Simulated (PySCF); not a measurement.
Compound: C4H8NSi (doublet state).
Z-matrix (Å and degrees, GFN2-xTB geometry), rows numbered from 1:
```
N 
C   1  1.2978
C   2  1.3878  1  120.85
C   3  1.4930  2  127.04  1    -5.87
Si  4  1.9183  3   88.16  2  -151.93
C   3  1.4921  2  127.78  1  -172.68
H   1  1.0168  2  113.89  3  -178.24
H   2  1.1010  1  123.26  3   178.93
H   4  1.0876  3  112.97  2   -27.10
H   4  1.0913  3  111.98  2    93.64
H   5  1.4613  4  118.35  3  -126.56
H   5  1.4595  4  114.56  3    96.11
H   6  1.0894  3  114.35  2    27.56
H   6  1.0920  3  112.06  2   -94.56
```

The hyperfine couplings belong to this conformer and change with its torsions.

As a line formula: `[H]/N=C/[C]1C[SiH2]C1` [radical].

Theory: UKS B3LYP, pcH-1 on C H N Si, non-relativistic, mean-field spin-orbit, GIAO in PySCF 2.14.0. Isolated species at its GFN2-xTB geometry (one conformer only). Couplings are sensitive to structure, and on GFN2-xTB geometries they can be far from those on DFT ones. No stability test was run, so a lower SCF solution isn't excluded.

Task: What is the g tensor, term by term?

Result: 
```json
{"Δg (ppm)": "relativistic mass correction", "1": "-176", "2": "-176", "3": "-176"}
{"Δg (ppm)": "gauge correction", "1": "-1", "2": "30", "3": "28"}
{"Δg (ppm)": "orbital Zeeman/spin–orbit", "1": "-369", "2": "922", "3": "2678"}
{"Δg (ppm)": "total", "1": "-546", "2": "775", "3": "2529"}
```

So g = 2.00177, 2.00309, 2.00485 and g_iso = 2.00324; the tensor is rhombic: the two nearest values differ by 43 % of g3 − g1. Axes: g2 points within 11° of the C2–H8 bond.

Task: At 9.498 GHz, how far is the centre of the isotropic spectrum from where a free electron (g = 2.002319) resonates?

Result: B = hν/(g μB) with μB/h = 13.99624 MHz/mT gives 338.91 mT for the free electron and 338.76 mT at g_iso, 0.16 mT lower.

Task: What are the electron Larmor frequencies g μB B/h along the three axes at 1200 mT?

Result: 33.6208, 33.6430, 33.6724 GHz for g1, g2 and g3, a range of 51.7 MHz.

Task: What effective moment and Curie constant follow for a powder?

Result: With the mean of g² = 4.0130 and S(S+1) = 0.75: μ_eff = √(⟨g²⟩S(S+1)) = 1.735 μB and χT = 0.12505·⟨g²⟩·S(S+1) = 0.376 cm³ K/mol (cgs; spin-Hamiltonian part alone).

Task: In a frozen sample, at which fields do the three g values resonate at 9.5, 34, 94 and 263 GHz (hyperfine left aside), and which band first spreads them over more than twice a line width of 1.0 mT?

Result: 
```tsv
band	GHz	B(g3) mT	B(g2) mT	B(g1) mT	spread mT
X	9.5	338.56	338.85	339.08	0.52
Q	34.0	1211.67	1212.73	1213.54	1.86
W	94.0	3349.92	3352.86	3355.07	5.15
J	263.0	9372.66	9380.86	9387.06	14.40
```

The spread grows in proportion to the frequency. W band is the first where it exceeds 2.0 mT.

The Mulliken spin populations are largest on C3 (+0.67), N1 (+0.48) and C2 (-0.18). The angles at C3 add up to 359.0°, so it is planar.

The HOMO–LUMO gaps are 5.55 eV among the α and 4.45 eV among the β orbitals.

The run took 94 s of wall time (with the writing of density and orbital grids) on an AMD EPYC with one thread, shared host with 64 logical CPUs at a one-minute load of 59, and the process peaked at 0.87 GiB of memory.
